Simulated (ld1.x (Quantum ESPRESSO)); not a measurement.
## PBE PAW dataset for V (Z = 23), scalar-relativistic all-electron reference.

```
Element                 : V (Z = 23)
Generator               : ld1.x (Quantum ESPRESSO) 7.5
Type                    : PAW
Functional              : PBE
Relativity              : scalar-relativistic
Frozen core             : [Ar]
Valence charge          : 5
Reference configuration : 3d3 4s0 4p0 (charge +2)
Partial waves           : 4s (bound, empty): rcut 2.05, rcutus 2.35 bohr; 4s channel at 3 Ry: rcut 2.05, rcutus 2.35 bohr; 4p (bound, empty): rcut 2.20, rcutus 3.05 bohr; 4p channel at -0.35 Ry: rcut 2.20, rcutus 3.05 bohr; 3d (bound): rcut 1.55, rcutus 1.95 bohr; 3d channel at -0.9 Ry: rcut 1.55, rcutus 1.95 bohr; 4f channel at 0.45 Ry: rcut 2.15, rcutus 2.35 bohr
Local potential         : all-electron potential smoothed inside 2.40 bohr (lloc = -2)
Core correction         : a·sin(br)/r model core, default radius (core density twice the valence density)
Augmentation charge     : PSQ, radius 1.25 bohr
```

(1) Estimate the cutoffs (Ry, on a coarse ladder) from which the occupation-weighted sum of valence levels, in a spherical-Bessel basis at the reference potential, stays within 10 and 1 mRy of its value at 400 Ry.

(2) What does a ghost test show?

(3) Is the overlap operator S = 1 + Σ q|β⟩⟨β| positive definite (Bessel basis up to 400 Ry)?

## Answers

(1) 25 Ry and 40 Ry.

(2) No extra level below or beside the all-electron valence levels (s, p, d, f tested).

(3) Yes: its lowest eigenvalue is 0.63 (p channel).

Test run stopped at test 1 of 7 (negative rho).
